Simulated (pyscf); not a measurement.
Cl–In (SMILES [Cl][In]) [singlet] + HO–SiH₃ (SMILES O[SiH3]) -> H₃Si–O–InH–Cl (SMILES [SiH3][O][InH][Cl]), an insertion (singlet surface; H–O broken, In–O, H–In formed). Structures and frequencies: ωB97X-D3(BJ)/def2-SVP in PySCF. Energies in eV from the separated reactants.

Small-basis levels: PySCF, no dispersion term, spherical d functions. AM1 to PM7: differences of heats of formation from MOPAC, which are fitted to 298 K values and so differ in kind from electronic energies by zero-point and thermal terms. GFN2-xTB: tblite. Cost: rough CPU time at the saddle relative to B3LYP/6-31G*+LANL2DZ, from one job on a shared machine.

```csv
level,barrier,reaction energy,cost
HF/6-31G*+LANL2DZ,2.94,+0.12,0.1
MP2/6-31G*+LANL2DZ,2.02,-0.25,0.2
BP86/6-31G*+LANL2DZ,1.61,-0.14,2
PBE/6-31G*+LANL2DZ,1.57,-0.14,2
B3LYP/LANL2DZ,1.57,-0.27,0.7
B3LYP/6-31G*+LANL2DZ,1.87,-0.17,1
B3LYP/6-311+G**+LANL2DZ,1.85,-0.02,2
GFN2-xTB,1.73,+1.21,under 0.02
AM1,2.52,+1.90,under 0.02
PM3,2.59,+0.78,under 0.02
PM6,2.70,+1.14,under 0.02
PM7,2.80,+0.94,under 0.02
ωB97M-D3(BJ)/def2-TZVP,2.25,+0.38,–
```

Against the last row the barrier runs from -0.68 (B3LYP/LANL2DZ) to +0.69 eV (HF/6-31G*+LANL2DZ). ωB97M-D3(BJ)/def2-TZVP has limits of its own. On the reactant side the descent ends in a bound adduct (not fully relaxed), 0.44 eV under the separated species and 2.63 eV under the saddle at ωB97X-D3(BJ)/def2-TZVP. The same reactants have a lower exit, to HO–In(SiH₃)–Cl (barrier +1.83 eV at ωB97M-D3(BJ)/def2-TZVP, against +2.25 eV here). This is the saddle that the search found; another between the same sides may lie lower. In the def2 sets elements past Kr carry core potentials, without spin-orbit coupling.
